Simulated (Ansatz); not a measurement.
## A geometry optimisation of BGeH3 with B3LYP-D3(BJ)/def2-SVP

The starting geometry of this gas-phase singlet was optimised with GFN2-xTB.

```
atom    x (Å)    y (Å)    z (Å)
   B   0.3469   0.1263  -0.0488
  Ge   1.3093   0.8393  -1.6361
   H   0.9342  -0.6201   0.6628
   H  -0.8220  -0.0590  -0.1279
   H   0.5628   1.3201   0.3187
```

Problem. Predict what it relaxes into with B3LYP-D3(BJ)/def2-SVP.

Solution. New bonds form, giving a structure with H3 bridging Ge2 and B1, H5 bridging B1 and Ge2, given below by its coordinates. Distances that change by over a tenth: B1–H3 (1.19 → 1.31 Å). Contacts that close: Ge2–H3 (2.75 → 1.88 Å), Ge2–H5 (2.15 → 1.88 Å).

The energy falls by 0.40 eV over 14 steps:

```
step  E − E(last) (eV)
   1             0.398
   2             0.242
   4             0.183
   5             0.182
   7             0.172
   8             0.162
  10             0.054
  11             0.002
  13             0.000
  14             0.000
```

Final geometry (Å):

| atom | x (Å) | y (Å) | z (Å) |
| --- | --- | --- | --- |
| B | 0.0731 | 0.1799 | -0.2025 |
| Ge | 1.6401 | 0.6648 | -1.1882 |
| H | 1.1290 | -0.4522 | 0.2347 |
| H | -0.9921 | -0.1672 | 0.2181 |
| H | 0.4810 | 1.3813 | 0.1066 |

Frequencies at the end are all real (lowest 545 cm⁻¹). Run with Ansatz 0.2.0, 23 s on 1 thread of Intel(R) Xeon(R) Platinum 8375C CPU @ 2.90GHz (Ice Lake), on a shared host.
